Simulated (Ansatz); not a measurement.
```xyz
7

C     0.0031   -0.0089   -1.2355
C    -0.0034    0.0006    0.2051
C     0.0073    0.0067    1.4240
H    -0.0064   -1.0258   -1.6422
H    -0.8870    0.5199   -1.6273
H     0.8828    0.5154   -1.6278
H    -0.0061    0.0076    2.4971
```

Basis set: STO-3G (spherical functions). Left uncorrelated: 3 orbitals. Charge 0, multiplicity 1.

Computed with Ansatz (development build ahead of 0.2.0); each method stands on the lowest determinant of its kind that the runs found. Restricted open shells among the atoms or ions are ROHF, correlated in semicanonical orbitals with singles.

(1) Give the atomization energy at this shape (free ground-state atoms in the same class of orbitals less the molecule, no zero-point energy) of singlet C3H4 by RHF-MP2, RHF.

Answers

(1)

| method | atomization energy |
| --- | --- |
| RHF-MP2 | 723.03 kcal/mol |
| RHF | 614.24 kcal/mol |

This basis has no polarisation functions and is too small for such energies, which can lie far from measured ones in either direction.
